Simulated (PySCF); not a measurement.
**The third ionisation energy along group 12**

All values are computed (PySCF 2.14, energy differences of UHF-based or UKS calculations, no spin-orbit coupling). Values in eV. The last column holds reference values (NIST; (s) semi-empirical, (t) theoretical, else measured). Unmarked ones compare directly (S terms, centres of terms, or small fine structure); those marked * lie between the lowest fine-structure levels and include a spin-orbit shift.

```csv
element,configurations,MP2 (valence),CCSD (valence),CCSD(T) (valence),LDA,PBE0,r2SCAN,reference
"Zn (aug-cc-pVTZ-PP with ECP10MDF, ECP)",[Ar] 3d10 → [Ar] 3d9,40.081,39.408,39.545,40.764,39.582,39.414,39.723 *
"Cd (aug-cc-pVTZ-PP with ECP28MDF, ECP)",[Kr] 4d10 → [Kr] 4d9,37.917,37.570,37.663,38.009,37.494,37.475,37.468 ± 0.006 *
"Hg (aug-cc-pVTZ-PP with ECP60MDF, ECP)",[Xe] 4f14 5d10 → [Xe] 4f14 5d9,35.371,35.055,35.142,35.643,35.142,35.124,34.49 ± 0.05 *
```

"Valence" correlates the outer s and p shells and, in groups 3 to 12 and the f block, the outer d or f shell, open or full, or the next shell where the ion has no valence electron left; the wider scheme adds the next inner shell.
